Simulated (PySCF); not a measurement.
PySCF input for Si(CF3)(Cl)(H)2 (CH₂ClF₃Si), SMILES FC(F)(F)[SiH2]Cl, PBE0-D3(BJ)/def2-SVP. Geometry: PBE0-D3(BJ)/def2-SVP.

```python
import numpy as np
from pyscf import gto, scf, dft, df
from pyscf.hessian import thermo

mol = gto.M(
    atom='''
    Si    0.91917410    0.58783755    0.00000000
    Cl   -0.39661346    2.16546163   -0.00000000
    C    -0.09685143   -1.05337906    0.00000000
    F    -0.87710397   -1.17047221   -1.07909108
    F    -0.87710397   -1.17047221    1.07909108
    F     0.75091978   -2.09614450   -0.00000000
    H     1.74234673    0.60575060   -1.23476931
    H     1.74234673    0.60575059    1.23476931
    ''',
    basis='def2-SVP',
    charge=0,
    spin=0,
    max_memory=1600,
    verbose=3,
)
mf = dft.RKS(mol, xc='pbe0').density_fit(auxbasis='def2-universal-jkfit')
mf.disp = 'd3bj'
mf.grids.level = 3
mf.conv_tol = 1e-11
mf.max_cycle = 100
mf.kernel()

# [left out here: the lines that compute and print the analytic Hessian (its translational invariance restored by hand, since the grid's response is missing), thermochemistry and intensities]
```

It prints:

```
converged SCF energy = -1087.4857769082

WARN: DFTD3 does not support analytical Hessian, using finite difference


WARN: Mole.unit (angstrom) is changed to Bohr

Mode                                 0                   1                   2
Irrep
Freq [cm^-1]                       55.3747            104.5846            213.3422
Reduced mass [au]                   8.2770             19.5000              4.6521
Force const [Dyne/A]                0.0150              0.1257              0.1248
Char temp [K]                      79.6718            150.4739            306.9519
Normal mode                   x     y     z       x     y     z       x     y     z
       0  Si                 0.00  0.00  0.09    0.06  0.00 -0.00   -0.00 -0.00  0.05
       1  Cl                -0.00 -0.00 -0.08   -0.05 -0.09  0.00    0.00 -0.00  0.01
       2   C                 0.00  0.00  0.02    0.03  0.03 -0.00   -0.00  0.00 -0.08
       3   F                -0.04  0.07  0.04    0.02  0.09 -0.00   -0.06 -0.12 -0.01
       4   F                 0.04 -0.07  0.04    0.02  0.09  0.00    0.06  0.12 -0.01
       5   F                -0.00 -0.00 -0.09   -0.06 -0.04  0.00    0.00  0.00 -0.03
       6   H                 0.12 -0.02  0.16    0.06  0.04  0.00    0.19  0.12  0.18
       7   H                -0.12  0.02  0.16    0.06  0.04 -0.00   -0.19 -0.12  0.18
Mode                                 3                   4                   5
Irrep
Freq [cm^-1]                      257.4621            415.4300            504.0722
Reduced mass [au]                  15.8938             10.5917              4.4678
Force const [Dyne/A]                0.6207              1.0770              0.6689
Char temp [K]                     370.4307            597.7112            725.2476
Normal mode                   x     y     z       x     y     z       x     y     z
       0  Si                -0.03  0.03 -0.00   -0.11 -0.09 -0.00   -0.00 -0.00  0.04
       1  Cl                -0.02  0.07  0.00    0.02 -0.01  0.00   -0.00  0.00 -0.01
       2   C                 0.05 -0.06 -0.00    0.01  0.00 -0.00    0.00 -0.00  0.06
       3   F                 0.06  0.00 -0.01    0.05  0.07 -0.04    0.08 -0.06  0.03
       4   F                 0.06  0.00  0.01    0.05  0.07  0.04   -0.08  0.06  0.03
       5   F                -0.07 -0.15  0.00    0.03  0.03  0.00    0.00 -0.00 -0.13
       6   H                -0.03  0.08 -0.00   -0.11 -0.12 -0.00   -0.24 -0.13 -0.13
       7   H                -0.03  0.08  0.00   -0.11 -0.12  0.00    0.24  0.13 -0.13
Mode                                 6                   7                   8
Irrep
Freq [cm^-1]                      536.6777            580.9248            607.5305
Reduced mass [au]                  18.2987             10.7724              1.7350
Force const [Dyne/A]                3.1053              2.1419              0.3773
Char temp [K]                     772.1598            835.8214            874.1011
Normal mode                   x     y     z       x     y     z       x     y     z
       0  Si                 0.01  0.03  0.00    0.09 -0.10  0.00    0.00 -0.00 -0.08
       1  Cl                 0.01 -0.02 -0.00   -0.07  0.08 -0.00   -0.00  0.00  0.02
       2   C                -0.07  0.05  0.00   -0.03 -0.00 -0.00   -0.00  0.00  0.05
       3   F                 0.06 -0.05 -0.10    0.01  0.00 -0.02    0.06 -0.00  0.04
       4   F                 0.06 -0.05  0.10    0.01  0.00  0.02   -0.06  0.00  0.04
       5   F                -0.11  0.06  0.00    0.00  0.02  0.00   -0.00  0.00 -0.05
       6   H                 0.01 -0.01  0.00    0.08 -0.16 -0.00    0.47  0.01  0.24
       7   H                 0.01 -0.01 -0.00    0.08 -0.16  0.00   -0.47 -0.01  0.24
Mode                                 9                  10                  11
Irrep
Freq [cm^-1]                      702.5416            759.9621            858.6239
Reduced mass [au]                   1.0668             10.6586              1.2069
Force const [Dyne/A]                0.3102              3.6269              0.5242
Char temp [K]                    1010.8009           1093.4162           1235.3687
Normal mode                   x     y     z       x     y     z       x     y     z
       0  Si                -0.00  0.00  0.00    0.02  0.02 -0.00   -0.00 -0.07  0.00
       1  Cl                 0.00 -0.00  0.02    0.00 -0.00 -0.00    0.01  0.01 -0.00
       2   C                 0.00 -0.00 -0.01   -0.05 -0.08  0.00   -0.01 -0.01  0.00
       3   F                -0.03 -0.01 -0.02   -0.05  0.03 -0.11    0.01 -0.00  0.01
       4   F                 0.03  0.01 -0.02   -0.05  0.03  0.11    0.01 -0.00 -0.01
       5   F                 0.00 -0.00  0.01    0.10 -0.05 -0.00   -0.02  0.04  0.00
       6   H                 0.09 -0.68  0.05    0.03  0.14  0.01    0.06  0.64  0.06
       7   H                -0.09  0.68  0.05    0.03  0.14 -0.01    0.06  0.64 -0.06
Mode                                12                  13                  14
Irrep
Freq [cm^-1]                      935.8644           1185.7401           1207.0557
Reduced mass [au]                   1.0608             12.3784             12.4422
Force const [Dyne/A]                0.5474             10.2540             10.6807
Char temp [K]                    1346.5004           1706.0160           1736.6844
Normal mode                   x     y     z       x     y     z       x     y     z
       0  Si                -0.04  0.01 -0.00   -0.00 -0.00 -0.00    0.00  0.00 -0.00
       1  Cl                -0.00  0.00  0.00    0.00 -0.00 -0.00    0.00  0.00 -0.00
       2   C                 0.00 -0.02 -0.00   -0.19  0.15  0.00    0.00 -0.00  0.25
       3   F                 0.00  0.00  0.00    0.03 -0.00  0.02   -0.04 -0.01 -0.07
       4   F                 0.00  0.00 -0.00    0.03 -0.00 -0.02    0.04  0.01 -0.07
       5   F                -0.00  0.00 -0.00    0.06 -0.09 -0.00   -0.00  0.00 -0.01
       6   H                 0.56 -0.09  0.39    0.03  0.04  0.03    0.01  0.05  0.02
       7   H                 0.56 -0.09 -0.39    0.03  0.04 -0.03   -0.01 -0.05  0.02
Mode                                15                  16                  17
Irrep
Freq [cm^-1]                     1260.6158           2281.8444           2297.4927
Reduced mass [au]                  12.1124              1.0291              1.0551
Force const [Dyne/A]               11.3409              3.1570              3.2812
Char temp [K]                    1813.7454           3283.0661           3305.5804
Normal mode                   x     y     z       x     y     z       x     y     z
       0  Si                 0.01  0.03  0.00    0.03  0.00 -0.00   -0.00 -0.00 -0.04
       1  Cl                 0.00 -0.00  0.00    0.00 -0.00  0.00    0.00 -0.00  0.00
       2   C                -0.16 -0.19 -0.00   -0.00 -0.00 -0.00   -0.00  0.00 -0.00
       3   F                 0.05  0.02  0.04    0.00  0.00  0.00    0.00  0.00  0.00
       4   F                 0.05  0.02 -0.04    0.00  0.00 -0.00   -0.00 -0.00  0.00
       5   F                -0.01  0.04  0.00   -0.00  0.00 -0.00    0.00 -0.00  0.00
       6   H                -0.02 -0.05 -0.03   -0.38 -0.01  0.59   -0.38 -0.01  0.57
       7   H                -0.02 -0.05  0.03   -0.38 -0.01 -0.59    0.38  0.01  0.57
temperature 298.1500 [K]
pressure 101325.00 [Pa]
Rotational constants [GHz] 4.12271 1.35547 1.26095
Symmetry number 1
Zero-point energy (ZPE) 0.03364 [Eh]   88315.145 [J/mol]
                           tot       elec      trans        rot        vib
Entropy [J/mol/K]       353.503      0.000    169.882    118.045     65.576
Cv [J/mol/K]             94.284      0.000     12.472     12.472     69.341
Cp [J/mol/K]            102.598      0.000     20.786     12.472     69.341
Internal energy [J/mol]                      3718.434   3718.434  98729.368
Internal energy [Eh]   -1087.44534  -1087.48578
Enthalpy [J/mol]                             6197.391   3718.434  98729.368
Enthalpy [Eh]          -1087.44440
Gibbs free energy [J/mol]                  -44452.902 -31476.704  79177.759
Gibbs free energy [Eh] -1087.48454
static polarisability / bohr^3: [[42.065 -4.395  0.   ]
 [-4.393 45.844 -0.   ]
 [-0.     0.    38.023]]
largest difference of analytic and finite-field dipole derivatives / e: 0.0008334405809342638
mode   freq/cm-1   IR/(km/mol)   Raman/(A^4/amu)   depolarisation
   1       55.37         1.182             0.317            0.750
   2      104.58         2.845             0.822            0.731
   3      213.34         0.608             0.013            0.750
   4      257.46         0.085             2.130            0.530
   5      415.43        26.706             4.639            0.227
   6      504.07        14.375             1.403            0.750
   7      536.68         7.039             1.150            0.719
   8      580.92        60.197             7.127            0.297
   9      607.53        34.707             4.950            0.750
  10      702.54         1.128            16.643            0.750
  11      759.96         8.181             3.145            0.076
  12      858.62       244.499            10.527            0.681
  13      935.86        97.761            12.680            0.726
  14     1185.74       213.642             1.009            0.712
  15     1207.06       207.593             1.374            0.750
  16     1260.62       170.839             2.169            0.523
  17     2281.84        51.594           193.863            0.071
  18     2297.49        83.331            70.806            0.750
max |gradient| / (hartree/bohr): 0.00019127369335775884
APT charges: [ 1.2733 -0.4817  1.39   -0.5616 -0.5616 -0.58   -0.2393 -0.2393]
```

The calculation finished and met its thresholds.

Cost: about 3 core-minutes (a rough figure).
